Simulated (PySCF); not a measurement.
## Computed properties of C5H9B, SMILES C#CB(C)CC

C5H9B, SMILES C#CB(C)CC. The structure is a stationary point at B3LYP-D3(BJ)/def2-SVP. This is a generated structure with no PubChem entry under its InChIKey; it may be hypothetical. Other conformers were not sampled. All values are computed for the isolated molecule unless a solvent is named; none is compared with measurement here.

**Structure.** All 39 harmonic modes at B3LYP-D3(BJ)/def2-SVP (PySCF) are real, so it is a minimum. With heavy atoms numbered as in [CH:1]#[C:2][B:3]([CH3:4])[CH2:5][CH3:6], the shortest bond between them is C1–C2 at 1.220 Å and the longest B3–C5 at 1.576 Å.

**Vibrations.** The strongest infrared lines (harmonic, unscaled, degenerate partners summed) lie at 1177 cm⁻¹ (129 km/mol, B 58 %, H 24 %, C 18 %), 1332 cm⁻¹ (72 km/mol, H 49 %, C 36 %, B 14 %), 2151 cm⁻¹ (62 km/mol, C 90 %, H 9 %). The softest mode is at 33 cm⁻¹ and the zero-point energy is 77.8 kcal/mol.

**Electronic structure.** ωB97X/def2-TZVP (PySCF) places the frontier levels at -10.10 and 0.73 eV, a gap of 10.83 eV, and gives a dipole moment of 0.07 D and a mean polarisability of 71.5 bohr³. PBE/def2-TZVP (PySCF) at the same geometry gives -6.48 and -2.42 eV, so its gap is 6.77 eV narrower. An orbital gap is neither the optical nor the fundamental gap.

**Excitations.** TDA-PBE0/def2-SVPD (PySCF) has S1 at 4.44 eV (279 nm, f = 0.000, dark); the most intense of the 10 singlets computed lies at 6.97 eV (f = 0.04). T1 (TDA) is at 4.06 eV, 0.38 eV under S1. TDA-PBE/def2-SVPD (PySCF) puts S1 at 4.14 eV. No vertical singlet excitation falls in the visible range (under 3.1 eV).

**NMR.** GIAO shifts at B3LYP/pcSseg-1 (PySCF) (non-relativistic, atoms alike by connectivity averaged): ¹³C from 14.6 to 125.8 ppm against TMS; ¹H from 1.2 to 4.6 ppm against TMS; ¹¹B at 63.9 ppm against BF3.
